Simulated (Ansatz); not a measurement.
**Ligand exchange: SiH(SiH3)Br2 + CH3Br → SiH2(SiH3)Br + CH2Br2**

Species: SiH(SiH3)Br2, singlet; CH3Br (bromomethane) `CBr`, singlet; SiH2(SiH3)Br, singlet; CH2Br2 (dibromomethane) `BrCBr`, singlet. The partners trade Br for H: Si–Br and C–H bonds give way to Si–H and C–Br.

Shapes, held fixed at every level: PBE0-D4/def2-TZVP. Programs: Ansatz 0.2.0. The zero-point and thermal change to 298 K, harmonic and unscaled (PBE0-D4/def2-TZVP), is -7.8 kJ/mol.

```tsv
level	kind	ΔH(298 K) (kJ/mol)	less CCSD(T)/def2-TZVPP	CPU time (sum over the molecules)
HF/def2-SVP	Hartree–Fock	+164.4	+12.2	–
HF/def2-TZVPP	Hartree–Fock	+163.1	+10.9	–
B3LYP-D4/def2-TZVPP	global hybrid	+155.3	+3.1	54 s
PBE0-D4/def2-TZVPP	global hybrid	+158.1	+5.9	37 s
wB97M-V/def2-TZVPP	range-separated hybrid	+158.2	+6.0	2 min
wB97X-V/def2-TZVPP	range-separated hybrid	+154.9	+2.7	90 s
CCSD(T)/def2-SVP	coupled cluster or CI	+153.2	+1.0	59 s
CCSD(T)/def2-TZVPP	coupled cluster or CI	+152.2	0.0	15 min
```

The highest level, CCSD(T)/def2-TZVPP, gives ΔH(298 K) = +152.2 kJ/mol; the levels span +152.2 to +164.4. The column of differences is taken from that level and isn't an error. No measured value is set beside it here. Relativity is left out for Br. Outer-core shells of Br are correlated, in sets that cover them unevenly. Times are processor times on shared x86 and Arm servers, and rough.
